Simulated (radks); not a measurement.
Species: Zn28+. Configuration: [He] (the NIST ground configuration).

All-electron calculation, scalar-relativistic Kohn-Sham, PBE, spin-unpolarised, spherical densities, point nucleus. Program: a radial shooting solver on a logarithmic mesh with Libxc functionals.

Energy parts (Ry):
total: -1783.53444
kinetic: 1827.14168
electron-nucleus: -3648.97819
Hartree: 75.38246
exchange-correlation: -37.08039

Orbitals (lengths in bohr, moments of r in powers of bohr; r(90%) holds 90 % of the orbital's charge):
orbital  occ.  eigenvalue (Ry)  r(90%)     <r^2>  <1/r>       <r^4>
1s          2        -859.1616  0.0890  0.003339  30.41  0.00002837

The highest occupied level is 1s at -11689.5 eV. For comparison, the ionisation energy in NIST's Atomic Spectra Database is 11864.9 eV (theoretical). In exact Kohn-Sham theory the highest level is minus the ionisation energy, but local and semilocal functionals leave it too shallow, through self-interaction and a potential that decays too fast; potentials with the right tail come closer. Summed over all electrons, <r^2> = 0.006677 bohr^2, which gives a Langevin (diamagnetic) susceptibility term of -0.00529 x 10^-6 cm^3/mol.
